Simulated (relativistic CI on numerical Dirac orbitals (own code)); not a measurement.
## What each ingredient does to the levels of Re¹⁹⁺

Base calculation: Dirac-Coulomb-Breit CI, KLI orbitals optimised for each configuration, model QED (radiative potential, 1s self-energy scaled to tabulated hydrogen-like ionisation energies), unscaled Slater integrals.

Configuration list (outside the closed core [Ar] 3d10): 4s2.4p6.4d10.4f10, 4s2.4p6.4d10.4f9.5s, 4s2.4p6.4d10.4f8.5s2, 4s2.4p6.4d9.4f11, 4s2.4p6.4d8.4f12, 4s2.4p6.4d10.4f9.6s, 4s2.4p5.4d10.4f11, 4s.4p6.4d10.4f11, 4s2.4p4.4d10.4f12, 4p6.4d10.4f12, 4s.4p6.4d9.4f12, 4s.4p5.4d10.4f12. Levels of other configurations are missing.

Variants: (1) configuration mixing switched off. Shifts of the energy above 4s2.4p6.4d10.4f10 5I_8, in cm⁻¹, for the lowest level and the first level of each name with at least 55 % of one term (blank where a level changes its place among those of its configuration and J or its character, or is not in the variant):

```tsv
Level	Base	Δ(1)
4s2.4p6.4d10.4f10 5I_8	0.0	0.0
4s2.4p6.4d10.4f10 5I_7	16932.7	-45.6
4s2.4p6.4d10.4f10 5I_6	26027.9	+507.8
4s2.4p6.4d10.4f10 5I_4	37800.4	+1095.8
4s2.4p6.4d10.4f10 5F_4	43013.7	+3154.6
4s2.4p6.4d10.4f10 3K_8	43897.1	+247.5
4s2.4p6.4d10.4f10 5G_6	48629.9	+2899.6
4s2.4p6.4d10.4f10 5F_3	49580.5	+3033.8
4s2.4p6.4d10.4f10 3K_7	58323.6	+507.8
4s2.4p6.4d10.4f10 3L_9	61253.2	-901.8
4s2.4p6.4d10.4f10 3H_6	61817.2	+2712.8
4s2.4p6.4d10.4f10 5G_5	65598.9	+2595.7
4s2.4p6.4d10.4f10 3K_6	68952.8	+999.5
4s2.4p6.4d10.4f10 3M_10	73874.8	-1679.7
4s2.4p6.4d10.4f10 3P_1	75410.3	+4047.9
4s2.4p6.4d10.4f10 3P_0	78888.8	+4674.7
4s2.4p6.4d10.4f10 1L_8	79765.3	-84.3
4s2.4p6.4d10.4f10 3I_7	83109.3	+1206.5
4s2.4p6.4d10.4f10 3I_6	87047.8	+1895.2
4s2.4p6.4d10.4f10 3L_7	88701.0	-267.2
4s2.4p6.4d10.4f10 3H_5	89254.2	+3248.9
4s2.4p6.4d10.4f10 3M_9	90841.5	-1553.0
```

At this charge energies of transitions that change n are usually good to better than 1 %, and those within a shell (Δn = 0) to a few per cent. Terms inside the open d or f shell come out 10 to 20 % too wide with unscaled integrals.

Ionisation energy from the two ground configurations alone: base 504.755 eV. The NIST ASD value (theoretical) is 520 eV. The gap of more than 2 % comes from missing correlation, or from a tabulated value that is itself an estimate.

LS names give the leading component of a level, which can be under half, so a name can repeat, a term be missing and a line seem to break the LS rules.
